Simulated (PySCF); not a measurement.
C3H9B, charge -1, doublet, at a GFN2-xTB geometry (a state made from the parent by changing its charge; the spin is typed, not shown lowest) (in this run its highest filled SCF level lies above zero, so its values depend strongly on the basis, on diffuse functions most of all). Base run: R2SCAN/6-31G in PySCF.

Here is a job for PySCF.
```python
from pyscf import gto, scf, dft

mol = gto.Mole()
mol.atom = '''
    B     0.079280    0.357333    0.199331
    C     1.522282   -0.168421   -0.380251
    H     1.452874   -1.122396   -0.938518
    H     2.260413   -0.347032    0.413390
    H     1.987153    0.543984   -1.075218
    C    -0.559031   -0.656128    1.321847
    H    -0.818263   -1.654584    0.918818
    H    -1.486684   -0.270028    1.765686
    H     0.124290   -0.847582    2.160312
    C    -0.984188    0.730179   -0.994238
    H    -1.923038    1.152787   -0.611392
    H    -1.282197   -0.141840   -1.608503
    H    -0.585324    1.466249   -1.705374
'''
mol.basis = '6-31g'
mol.charge = -1
mol.spin = 1
mol.verbose = 4
mol.build()

mf = dft.UKS(mol)
mf.xc = 'r2scan'
mf.kernel()
```

The base run was repeated with changes; each row names its change, and settings that it needs were set with it.

```json
[
 {"change": "base", "ΔE vs base (mEh)": "0.000", "fitting functions": "-"},
 {"change": "auxbasis = def2-universal-jkfit", "ΔE vs base (mEh)": "-0.060", "fitting functions": "462"},
 {"change": "auxbasis = even-tempered beta=3.0", "ΔE vs base (mEh)": "-8.865", "fitting functions": "245"},
 {"change": "auxbasis = even-tempered beta=1.6", "ΔE vs base (mEh)": "-5.724", "fitting functions": "538"},
 {"change": "auxbasis = even-tempered beta=2.0", "ΔE vs base (mEh)": "-6.269", "fitting functions": "362"},
 {"change": "auxbasis = def2-svp-ri", "ΔE vs base (mEh)": "-5.187", "fitting functions": "318"},
 {"change": "auxbasis = cc-pvqz-jkfit", "ΔE vs base (mEh)": "-0.027", "fitting functions": "883"},
 {"change": "auxbasis = cc-pvtz-jkfit", "ΔE vs base (mEh)": "-0.052", "fitting functions": "586"},
 {"change": "auxbasis = cc-pvtz-ri", "ΔE vs base (mEh)": "-0.293", "fitting functions": "594"},
 {"change": "auxbasis = def2-universal-jfit", "ΔE vs base (mEh)": "-0.162", "fitting functions": "295"}
]
```

A fitting set is made for a task (jfit for Coulomb, jkfit for Coulomb and exchange, ri for correlation) and for a family of orbital bases.

Open shells are given as the SCF converged; they aren't shown to be the lowest states, and a large step between rows can be another state.
